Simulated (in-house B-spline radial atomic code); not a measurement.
**Ionising Co⁸⁺ with different functionals**

Computed with an all-electron radial atomic-structure program (B-spline basis): non-relativistic Hamiltonian, point nucleus, spin-polarised at highest spin, spherical fractional occupations for the functionals, and exact exchange of hybrids averaged over the configuration. The ionisation energy is the difference of two self-consistent energies, [Ar] 3d1 → [Ne] 3s2 3p6, without Breit or QED terms; ε is the level of the shell that loses the electron (its least bound occupied spin orbital).

```csv
method,rung,ΔSCF (eV),-ε(3d) (eV)
PBE0,global hybrid,186.78,175.99
B3LYP,global hybrid,186.96,175.35
TPSSh,global hybrid,186.48,173.33
M06-2X,global hybrid,186.84,180.68
BHandHLYP,global hybrid,186.75,179.98
r2SCAN0,global hybrid,186.25,175.68
B97-1,global hybrid,186.78,175.34
HSE06,range-separated hybrid,186.72,175.50
wB97X,range-separated hybrid,186.52,177.97
CAM-B3LYP,range-separated hybrid,186.90,177.36
LC-wPBE,range-separated hybrid,186.81,177.74
```

(1) Among the functionals, which spreads more, the ΔSCF values or the orbital energies?

(2) How do they compare with the NIST value?

Answers

(1) The orbital energies: ΔSCF values span about 0.71 eV and the orbital energies 7.35 eV; here energy differences depend much less on the functional than eigenvalues do.

(2) NIST lists 186.1 eV ± 0.25 (measured, ground level to ground level). Errors run from +0.11 to +0.82 eV; r2SCAN0 is closest (+0.11 eV), though others lie within the uncertainty of it, and part of that can be cancellation, since the calculations leave out relativity, Breit-QED terms, multiplet and fine-structure energies.
